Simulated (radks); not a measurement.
Kinetic energies: the exact non-interacting value of the Kohn-Sham orbitals and orbital-free approximations, in hartree. Species: Au+ [Xe] 4f14 5d10; Ne3+ [He] 2s2 2p3; Br2+ [Ar] 3d10 4s2 4p3; P [Ne] 3s2 3p3; Hg [Hg]. All-electron calculation, non-relativistic Kohn-Sham, PBE, spin-polarised, spherical densities, point nucleus. Program: a radial shooting solver on a logarithmic mesh with Libxc functionals. Every spin shell is full or empty, so the densities are truly spherical. Functionals are evaluated on that one density, not self-consistently.

| functional | Au+ | Ne3+ | Br2+ | P | Hg |
|---|---|---|---|---|---|
| exact | 17864.5 | 124.031 | 2571.12 | 340.654 | 18408.3 |
| Thomas-Fermi | 17035 | 113.32 | 2418.2 | 315.55 | 17558 |
| TF + vW | 23387 | 207.08 | 3622.8 | 526.49 | 24075 |
| TF + vW/5 | 18305 | 132.07 | 2659.2 | 357.74 | 18861 |
| LC94 | 17866 | 124.18 | 2571.6 | 341.32 | 18411 |
| APBEK | 17871 | 124.28 | 2573.6 | 341.76 | 18416 |
| Pearson | 17713 | 120.59 | 2542.9 | 335.23 | 18254 |
| DePristo-Kress | 17828 | 123.40 | 2568.8 | 340.91 | 18371 |
| Ernzerhof | 17778 | 125.39 | 2561.1 | 341.20 | 18320 |
